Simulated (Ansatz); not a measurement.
A run for Ansatz (a first-principles code): R-CCSD(T)/aug-cc-pV(T+d)Z on HCl (SMILES Cl) with ghost functions, monomers drawn apart or pushed together. Files ending in .json are basis or fitting sets from the Basis Set Exchange.

Ansatz 0.2 input:
```yaml
crystal:
  periodic: [false, false, false]
  atoms:
    - {symbol: Cl, position_ang: [-0.15233745, -0.05620710, 0.44346865]}
    - {symbol: H, position_ang: [0.14962411, 0.49239252, 1.58775990]}
basis:
  gaussian:
    orbitals: aug-cc-pV_T+d_Z.json
    ghost_atoms:
      - {symbol: C, position_ang: [-0.34370513, -0.01504512, 3.81590757]}
      - {symbol: O, position_ang: [0.27461029, 0.82917258, 3.21965201]}
      - {symbol: H, position_ang: [-0.40868515, -0.00568843, 4.91676392]}
      - {symbol: H, position_ang: [-0.86882367, -0.82972176, 3.28804624]}
magnetization: {spin_polarized: false}
correlation: {method: ccsd_t, electrons: outside_noble_gas}
scf: {lower_state_search: off}
```

### Question
Predict the final total energy.

### Answer
-460.3459 hartree (reference determinant -460.1078, T1 diagnostic 0.006).

### Question
How many basis functions does it have, and what does it roughly cost on one machine?

### Answer
216 functions; around 4 core-minutes (rough).
